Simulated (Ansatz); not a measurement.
The same path of GaH3O + H2 (7 atoms, charge 0, multiplicity 1) was run twice with different band settings. Lost on the way: H6–H7. Made: Ga1–H6, O2–H7.

The calculation used Ansatz 0.2.0, RKS B3LYP/def2-SVP.

Relaxed end points:

```xyz
7
Properties=species:S:1:pos:R:3
Ga -0.109 -0.864 -0.237
O -0.272 0.305 1.121
H -1.115 0.278 1.592
H 1.273 -0.777 -0.956
H -1.330 -1.803 -0.537
H 0.448 3.212 2.239
H 0.344 2.513 1.951
```

```xyz
7
Properties=species:S:1:pos:R:3
Ga 0.080 0.337 -0.222
O -0.107 0.279 1.982
H -1.011 0.035 2.227
H 1.447 -0.428 -0.391
H -1.283 -0.433 -0.468
H 0.065 1.919 -0.326
H 0.049 1.153 2.372
```

Common settings: movable images 9; climbing image yes; spring 5.0 eV/Å²; start path through a guess of the saddle point; force threshold 0.05 eV/Å; iteration limit 60; end points relaxed.

| run | optimiser | largest step |
| --- | --- | --- |
| 1 | quadratic models (default) | default |
| 2 | lbfgs | 0.5 Å |

(1) What does each run give, and how far can it be trusted?

Answers

(1) Run 1: converged after 20 iterations, highest image 0.934 eV above the first end. A vibrational analysis at the climbing image gives one clearly imaginary mode, 1237i cm⁻¹: a first-order saddle point.
Run 2: converged after 47 iterations, highest image 0.934 eV above the first end. Another band between the same ends (9 images) ends at a top of the same energy, where a vibrational analysis finds 1 clearly imaginary mode.
The orbitals stay closed-shell, which can raise the energy where a bond breaks towards radicals; this wasn't checked here.
